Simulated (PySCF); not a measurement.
Work out the structure from these simulated measurements.

Elements present: C, H and Si. Monoisotopic mass: 98.0552 u.

| Property | Result |
| --- | --- |
| UV, strongest line | among the 8 lowest singlet transitions: S3 at 7.08 eV (175 nm, f = 0.496) [TDDFT CAM-B3LYP/def2-SVPD] |
| Dipole | 0.66 D [CAM-B3LYP/def2-SVPD] |
| Rotational structure | rotational constants A, B, C: 5.029, 1.650, 1.405 GHz [GFN2-xTB] |
| NMR, other nuclei | isotropic shieldings of nuclei other than C and H, by class: 387 (1 Si) ppm [GIAO PBE0/pcSseg-1] |
| Triplet | lowest triplet excitation (Tamm–Dancoff): 4.31 eV [TDA CAM-B3LYP/def2-SVPD] |
| UV, first state | lowest singlet excitation: 6.52 eV (190 nm, f = 0.075) [TDDFT CAM-B3LYP/def2-SVPD] |
| 13C NMR | chemical shifts (computed TMS as zero) by class: 151.4 (1 C), 143.9 (1 C), 142.5 (1 C), 135.3 (1 C), 27.3 (1 C) ppm [GIAO PBE0/pcSseg-1] |

Gas-phase values; electronic properties from PySCF, density fitting. Levels stand in brackets. Isolated species at its GFN2-xTB geometry (one conformer only). Each NMR value is the plain mean over a class of atoms that symmetry, rotation or inversion makes alike.

**Question.** Which formula fits the mass and the elements?

**Answer.** C5H10Si (calculated 98.0552). No other formula that holds each of these elements comes within 0.0003 u with a fitting electron parity and a possible valence count.

**Question.** Give a SMILES that accounts for the data.

**Answer.** Numbering: `[CH2:1]=[CH:2][SiH2:3][C:4](=[CH2:5])[CH3:6]`. Its formula, C5H10Si, gives 2 degrees of unsaturation: 0 rings and 2 π bonds in the structure found. 5 carbons fall into 5 classes; from least to most shielded: fully substituted alkene carbon [C4] (151.4 ppm), terminal =CH2 carbon [C1] (143.9 ppm), alkene CH carbon [C2] (142.5 ppm), terminal =CH2 carbon [C5] (135.3 ppm), allylic carbon [C6] (27.3 ppm). The other shieldings belong to: 387 ppm, SiH2 silicon [Si3]. The optimised geometry has point group C1 and is an asymmetric top. Structure: `[SiH2](C(=C)C)C=C`. Computed isomers that give other values at the same levels: `C=CC[SiH]1CC1` (13C chemical shifts (computed TMS as zero) by class: 143.0 (1 C), 119.8 (1 C), 23.2 (1 C), -4.1 (2 C) ppm); `CCC1=C[C@H]1[SiH3]` (13C chemical shifts (computed TMS as zero) by class: 134.3 (1 C), 108.2 (1 C), 25.8 (1 C), 14.0 (1 C), 5.3 (1 C) ppm); `C[SiH]1CC=CC1` (13C chemical shifts (computed TMS as zero) by class: 138.3 (2 C), 20.2 (2 C), -3.5 (1 C) ppm). The assignments are read from this structure; whether some other isomer fits the data as well wasn't checked.

Shape of the structure used: `[CH2:1]=[CH:2][SiH2:3][C:4](=[CH2:5])[CH3:6]`: C1–C2–Si3–C4 -117°, C2–Si3–C4–C5 -121°.
